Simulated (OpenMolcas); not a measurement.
# Lines of Ar IV: computed and rescaled rates

```
Program             : OpenMolcas 26.06
Method              : MS-RASPT2, IPEA 0.25 Eh, imaginary shift 0.1 Eh (closed shells correlated: 2s 2p)
Basis               : ANO-RCC-VQZP [6s5p3d2f1g]
Scalar Hamiltonian  : DKH2, point nucleus
Active space        : 5 electrons in 9 orbitals (RAS2 3s 3p; RAS3 3d, at most 2 electrons)
State averaging     : 2S+1 = 4 odd, 1 root; 2S+1 = 2 odd, 11 roots; 2S+1 = 4 even, 3 roots; 2S+1 = 2 even, 9 roots
Spin-orbit coupling : state interaction with AMFI integrals over the reference wave functions, term energies averaged over their components
```

Rates come from the transition moments of the reference wave functions (E1 and E2 in the length form). At fixed line strength A goes as λ^-3 for E1 and M1 and as λ^-5 for E2, so a rate at the computed wavelength can be rescaled to the measured one. Measured vacuum wavelengths follow from level energies in Saloman, J. Phys. Chem. Ref. Data 39, 033101 (2010). Branching counts decays inside the model space alone, at computed energies, and the table is only a selection of the E2 and M1 lines, drawn from those between levels with measured partners whose computed energy lies within a factor of 1.5 of the measured one.

| Upper | Lower | Type | λ computed (nm) | λ measured (nm) | A computed (s-1) | A rescaled (s-1) | Branching % |
| --- | --- | --- | --- | --- | --- | --- | --- |
| 3s² 3p³ ²D°_5/2 | 3s² 3p³ ²D°_3/2 | M1 | 95700 | 77400 | 1.23e-05 | 2.32e-05 | 0.8 |
| 3s² 3p³ ²P°_1/2 | 3s² 3p³ ²D°_5/2 | E2 | 719.7 | 733.4 | 1.28e-01 | 1.16e-01 | 8.9 |
| 3s² 3p³ ²P°_1/2 | 3s² 3p³ ²D°_3/2 | M1 | 714.3 | 726.5 | 3.65e-01 |  | 25.3 |
| 3s² 3p³ ²P°_1/2 | 3s² 3p³ ²D°_3/2 | E2 | 714.3 | 726.5 | 1.99e-01 | 1.83e-01 | 13.8 |
| 3s² 3p³ ²P°_3/2 | 3s² 3p³ ²D°_5/2 | M1 | 713.6 | 724 | 3.30e-01 |  | 10.6 |
| 3s² 3p³ ²P°_3/2 | 3s² 3p³ ²D°_5/2 | E2 | 713.6 | 724 | 2.32e-01 | 2.16e-01 | 7.5 |
| 3s² 3p³ ²P°_3/2 | 3s² 3p³ ²D°_3/2 | M1 | 708.3 | 717.3 | 5.99e-01 |  | 19.2 |
| 3s² 3p³ ²P°_3/2 | 3s² 3p³ ²D°_3/2 | E2 | 708.3 | 717.3 | 1.01e-01 | 9.48e-02 | 3.2 |
| 3s² 3p³ ²D°_3/2 | 3s² 3p³ ⁴S°_3/2 | M1 | 466.4 | 474.1 | 1.45e-02 |  | 94.8 |
| 3s² 3p³ ²D°_3/2 | 3s² 3p³ ⁴S°_3/2 | E2 | 466.4 | 474.1 | 8.01e-04 |  | 5.2 |
| 3s² 3p³ ²D°_5/2 | 3s² 3p³ ⁴S°_3/2 | E2 | 464.1 | 471.3 | 1.28e-03 |  | 79.3 |
| 3s² 3p³ ²D°_5/2 | 3s² 3p³ ⁴S°_3/2 | M1 | 464.1 | 471.3 | 3.21e-04 |  | 20.0 |
| 3s² 3p³ ²P°_1/2 | 3s² 3p³ ⁴S°_3/2 | M1 | 282.2 | 286.9 | 7.52e-01 |  | 52.0 |
| 3s² 3p³ ²P°_3/2 | 3s² 3p³ ⁴S°_3/2 | M1 | 281.2 | 285.5 | 1.85e+00 |  | 59.4 |

Spin-changing lines and M1 lines between different terms are not rescaled, since their strength hangs on the term gaps too.

The largest correction is for 3s² 3p³ ²D°_5/2 → 3s² 3p³ ²D°_3/2 (M1): 1.23e-05 × (95700 / 77400)^3 = 2.32e-05 s-1, a factor of 1.89.

No measured rate stands beside these. Rescaling mends the energy factor alone: line strengths can still be far off where a level mixes with configurations outside the active space, and weak or spin-changing lines hang on small mixing coefficients that depend on the term gaps too, so rescaling need not improve them.

The run also gave levels led by 3s² 3p² 3d, which use shells meant for correlation; these and all levels above them are left out. Measured partners are found by configuration, term and J. A level has none where our copy of the source lacks it or the pairing is in doubt (some pairs that miss far off the trend of their configuration count as doubtful). Levels of configurations outside the active space are missing.

° marks odd parity.
